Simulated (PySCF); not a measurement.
Computed properties of ZnBr, SMILES [Zn+][Br], charge +1

ZnBr, SMILES [Br][Zn+], charge +1. Geometry: PBE0-D3(BJ)/def2-TZVP. The spin state was assumed, not searched. Other conformers were not sampled. All values are computed for the isolated molecule unless a solvent is named; none is compared with measurement here.

**Structure.** The optimised structure has C∞v symmetry. All 1 harmonic modes at PBE0-D3(BJ)/def2-TZVP (PySCF) are real, so it is a minimum.

**Vibrations.** The strongest infrared lines (harmonic, unscaled, degenerate partners summed) lie at 337 cm⁻¹ (9 km/mol, Zn 55 %, Br 45 %). The softest mode is at 337 cm⁻¹ and the zero-point energy is 0.5 kcal/mol.

**Electronic structure.** CAM-B3LYP/def2-TZVPD (PySCF) places the frontier levels at -15.60 and -9.95 eV, a gap of 5.65 eV and a mean polarisability of 37.8 bohr³. PBE/def2-TZVPD (PySCF) at the same geometry gives -13.15 and -11.70 eV, so its gap is 4.20 eV narrower. An orbital gap is neither the optical nor the fundamental gap.

**Excitations.** TDDFT-PBE0/def2-TZVPD (PySCF) has S1 at 2.08 eV (597 nm, f = 0.007, weak); the most intense of the 10 singlets computed lies at 7.58 eV (f = 0.55). Strengths of degenerate partners are summed. T1 (TDA) is at 1.71 eV. TDDFT-PBE/def2-TZVPD (PySCF) puts S1 at 1.63 eV.
